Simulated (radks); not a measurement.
Valence configurations of Fe III (all share [Ar]). Method: scalar-relativistic Kohn-Sham, r2SCAN, spin-unpolarised, spherical densities, finite nucleus; meta-GGA in the generalised Kohn-Sham scheme; Fermi nuclear charge, rms radius 3.7377 fm; computed with a radial shooting solver on a logarithmic mesh with Libxc functionals. Energies are relative to 3d6; eigenvalues in eV.

| valence | E (eV) | e(3d) | e(4p) | e(4s) |
|---|---|---|---|---|
| 3d6 | 0.000 | -25.606 | - | - |
| 3d5 4p1 | 14.374 | -33.211 | -16.320 | - |
| 3d5.5 4s0.5 | 3.536 | -28.689 | - | -20.757 |
| 3d4.5 4s1.5 | 13.311 | -35.352 | - | -23.558 |
| 3d5 4s0.5 4p0.5 | 11.185 | -32.578 | -16.006 | -22.412 |
| 3d3.5 4s0.5 4p2 | 42.485 | -45.105 | -19.642 | -27.059 |
| 3d4 4p2 | 34.082 | -41.398 | -18.747 | - |
| 3d3.5 4p2.5 | 46.188 | -45.691 | -19.887 | - |
| 3d4 4s2 | 19.786 | -38.946 | - | -24.800 |
| 3d5 4s1 | 7.944 | -31.932 | - | -22.207 |

NIST lists [Ar] 3d6 as the ground configuration; this level of theory agrees among the configurations tried. The energies are those of spherical spin-averaged densities, not of single terms.
